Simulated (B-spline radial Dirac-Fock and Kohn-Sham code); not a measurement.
# Diagram lines of Hg⁴⁸⁺

System: the Hg⁴⁸⁺ ion, configuration 1s2 2s2 2p6 3s2 3p6 3d10 4s2 4p2.

Level of theory: Dirac-Fock ΔSCF + Breit + QED; a radial B-spline solver. A line energy is the difference of two single-hole energies; the list is a selection of electric-dipole transitions between resolved j subshells. Correlation energy is missing from these numbers.

```tsv
line	energy (eV)	wavelength (Å)
Kβ1 (K-M3)	80421.0	0.15417
Kβ3 (K-M2)	79969.8	0.15504
Kα1 (K-L3)	70851.1	0.17499
Kα2 (K-L2)	68918.8	0.17990
Lγ5 (L2-N1)	13897.6	0.89212
Lβ3 (L1-M3)	12135.1	1.0217
Lβ6 (L3-N1)	11965.3	1.0362
Lβ1 (L2-M4)	11940.3	1.0384
Lβ4 (L1-M2)	11683.9	1.0612
Lη (L2-M1)	10773.3	1.1509
Lα1 (L3-M5)	10103.9	1.2271
Lα2 (L3-M4)	10008.0	1.2389
```

Values without a named source are computed, but for edge energies of neutral atoms, which are taken from tables.
